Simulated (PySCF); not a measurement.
Numbering as in the mapped SMILES `[CH2:1]=[N:2][c:3]1[cH:4][cH:5][c:6]([SiH2:7][CH3:8])[o:9]1`. Each H is labelled by its parent atom. Ha(C1) is cis to C3; Hb(C1) is trans to C3.

- geometry: GFN2-xTB
- σ from GIAO-PBE0/pcSseg-1
- code: PySCF 2.14
- a single conformation, gas phase, non-relativistic, equivalent nuclei averaged

Scale: TMS for $^{13}$C (reference shieldings calculated alike).

Q: Do the $^{13}$C shifts follow the atomic charges (in e)? Tabulate both.

A: 
| atoms | hybridisation | δ (ppm) | σ para (ppm) | Hirshfeld | IAO | Mulliken | ESP-fitted |
| --- | --- | --- | --- | --- | --- | --- | --- |
| C3 | sp2 | 168.2 | -238 | +0.09 | +0.25 | +0.38 | +0.74 |
| C6 | sp2 | 155.0 | -225 | -0.04 | -0.11 | -0.03 | -0.25 |
| C1 | sp2 | 148.1 | -216 | -0.00 | -0.13 | -0.00 | +0.16 |
| C5 | sp2 | 130.3 | -199 | -0.09 | -0.21 | -0.14 | -0.01 |
| C4 | sp2 | 120.4 | -188 | -0.08 | -0.20 | -0.08 | -0.56 |
| C8 | sp3 | -9.6 | -57 | -0.21 | -0.72 | -0.64 | -0.60 |

Correlation coefficients of δ with charge over these carbons: Hirshfeld +0.88, IAO +0.93, Mulliken +0.92, ESP-fitted +0.66; with the paramagnetic shielding -1.00. Among the 5 sp2 carbons alone: Hirshfeld +0.88, IAO +0.83, Mulliken +0.80, ESP-fitted +0.78. With so few points, grouped by hybridisation, these coefficients are fragile. Charge is one influence among several: hybridisation and low-lying excitations act through the paramagnetic term.

Shifts are as computed. Against solution values, carbons near 30 ppm lie about +3 ppm off and those near 130 ppm about +5 ppm. Of 1211 compounds with measured shifts, 218 miss one by over three times the rms of a fit or turn the order of signals round; such compounds aren't used in these exercises.
